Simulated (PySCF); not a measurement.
Working out the ionisation energy of Te

Te [Kr] 4d10 5s2 5p4 (3P) → Te⁺ [Kr] 4d10 5s2 5p3 (4S). Calculation: PySCF 2.14, in def2-TZVP with the def2 core potential (28 electrons) (6s5p3d2f, 50 functions); a scalar-relativistic core potential. Frozen: 4s2 4p6 4d10. Energies in hartree (1 hartree = 27.21139 eV):

```json
{"part": "UHF", "Te (lower)": "-267.005554", "Te⁺ (upper)": "-266.721603"}
{"part": "CCSD correlation", "Te (lower)": "-0.101955", "Te⁺ (upper)": "-0.075774"}
{"part": "(T)", "Te (lower)": "-0.003142", "Te⁺ (upper)": "-0.002186"}
```

Task: What does Hartree-Fock give?

Result: (-266.721603) − (-267.005554) = 0.283951 hartree = 7.727 eV.

Task: What do CCSD and CCSD(T) give?

Result: The CCSD correlation energies differ by 0.026181 hartree = 0.712 eV and the triples by 0.000956 hartree = 0.026 eV, so CCSD gives 8.439 eV and CCSD(T) 8.465 eV.

Measured between the centres of the two terms (NIST): 8.749 eV, so CCSD(T) (valence) is off by -0.284 eV.

What remains against the reference includes basis incompleteness, the frozen core and higher excitations.
